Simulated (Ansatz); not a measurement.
Consider the formal exchange of groups at the Se–C bond: `CC[SeH]` + `F[SiH3]` → `F[SiH2][SeH]` + `CC`.

Isolated molecules relaxed with PBE0-D4/def2-TZVP in Ansatz; ΔE leaves out vibrations. CBS: MP2 limit from def2 TZ/QZ plus the TZ coupled-cluster correction, frozen cores. This one scheme is used for every species. Functionals use def2-TZVPP. B3LYP here is the variant with VWN-RPA as its local correlation; programs differ in this. For Se outer-core shells are correlated without core-valence functions, which leaves a few kJ/mol of doubt a bond. Scalar relativity is left out up to krypton. Each species was taken in one conformer, which may not be the lowest.

CCSD(T)/CBS gives -1.15 eV.

Q: Another level gave -1.11 eV. Which?
A. revPBE/def2-TZVPP
B. B3LYP-D4/def2-TZVPP
C. RPA@PBE/def2-TZVPP
D. CCSD/def2-TZVPP

A: D. CCSD/def2-TZVPP -1.11, B3LYP-D4 -1.15, revPBE -1.20, RPA@PBE/def2-TZVPP -1.02 eV.

Largest T1 diagnostic among the species: 0.011.

At CCSD(T), def2-SVP lies +0.04 eV from the extrapolated value and def2-TZVPP +0.05 eV. Leaving LDA and LC-ωPBE aside and taking each functional with its dispersion term where it has one, the values, not all of them listed here, spread over 0.10 eV, from r2SCAN0-D4 to BLYP-D4.
